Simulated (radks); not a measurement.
Spin polarisation of the 6p3 shell in Bi. Start: [Hg] 6p(up 1.5, down 1.5); electrons of 6p are moved from spin down to spin up, other shells keep equal spins. Calculated with a radial shooting solver on a logarithmic mesh with Libxc functionals: non-relativistic Kohn-Sham, BLYP, spin-polarised, spherical densities, point nucleus.

| moment (Bohr magnetons) | E - E(0) (eV) | e(6p up) (eV) | e(6p down) (eV) | 6s down minus up (eV) | 5d down minus up (eV) | 5p down minus up (eV) |
|---|---|---|---|---|---|---|
| 0 | 0.000 | -4.589 | -4.589 | 0.000 | 0.000 | 0.000 |
| 0.75 | -0.064 | -4.744 | -4.405 | 0.343 | 0.059 | 0.029 |
| 1.5 | -0.253 | -4.867 | -4.200 | 0.677 | 0.117 | 0.057 |
| 2.25 | -0.562 | -4.957 | -3.979 | 0.995 | 0.175 | 0.086 |
| 3 | -0.985 | -5.018 | -3.735 | 1.298 | 0.230 | 0.114 |

At moment 3 the spin-polarisation energy is -0.985 eV and the 6p exchange splitting 1.283 eV, that is 0.428 eV per Bohr magneton; E = -I m^2/4 would give I = 0.438 eV.
